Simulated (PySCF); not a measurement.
# A search over the determinants of ZnC⁺

Unrestricted PBE0; basis Zn 6-31G(d,p), C 6-31G(d,p); no relativity; PySCF 2.14. Outer shells of the fragments: Zn+ 3d10 4s1; C 2s2 2p2.

Followed along the bond (rough minima from three points):

```json
{"2Ms+1": "2", "unpaired": "π ↑", "⟨S²⟩ at the start": "0.81", "R at minimum (Å)": "2.04", "Te (eV)": "0.00"}
{"2Ms+1": "4", "unpaired": "σ ↑, π ↑↑", "⟨S²⟩ at the start": "3.76", "R at minimum (Å)": "1.86", "Te (eV)": "0.14"}
{"2Ms+1": "2", "unpaired": "σ ↓, π ↑↑", "⟨S²⟩ at the start": "1.77", "R at minimum (Å)": "1.91", "Te (eV)": "1.07"}
{"2Ms+1": "2", "unpaired": "σ ↑, π ↑↓", "⟨S²⟩ at the start": "1.76", "R at minimum (Å)": "1.88", "Te (eV)": "1.08"}
```

Solutions found at the starting distance of 2.000 Å, counted from the lowest of them; the search is not exhaustive and high or unbound solutions are not listed, so other states can lie among these:

| 2Ms+1 | unpaired | term | E (eV) | ⟨S²⟩ | ⟨Lz²⟩ | μ (D) |
| --- | --- | --- | --- | --- | --- | --- |
| 2 | π ↑ | ²Π | 0.00 | 0.81 | 1.00 | -1.32 |
| 4 | σ ↑, π ↑↑ | ⁴Σ⁻ | 0.26 | 3.76 | 0.00 | -2.64 |
| 2 | σ ↓, π ↑↑ | mixed | 1.10 | 1.77 | 0.00 | -2.34 |
| 2 | σ ↑, π ↑↓ | mixed | 1.16 | 1.76 | 2.01 | -2.52 |
| 4 | σ ↑↑, π ↑ | ⁴Π | 1.68 | 3.75 | 1.00 | 2.39 |
| 2 | σ ↑ | ²Σ⁺ | 2.41 | 0.75 | 0.00 | 2.57 |

A term symbol is given only where ⟨S²⟩ and ⟨Lz²⟩ are close to those of a pure state; real π, δ and φ orbitals otherwise mix terms. A positive dipole points towards C; it is taken about the centre of mass and depends on that origin.

Question: Compare the gap between the two lowest followed solutions at the starting distance with the gap between their minima.

Answer: At PBE0 the second solution (quartet, unpaired electrons σ ↑, π ↑↑) lies +0.26 eV from the first (doublet, unpaired electrons π ↑) at 2.000 Å and +0.14 eV at the minima; the two curves relax by different amounts, since their minima lie near 1.86 and 2.04 Å.

Counting both spins, an empty level lies below a filled one in some of these solutions, because spin and occupation are held.
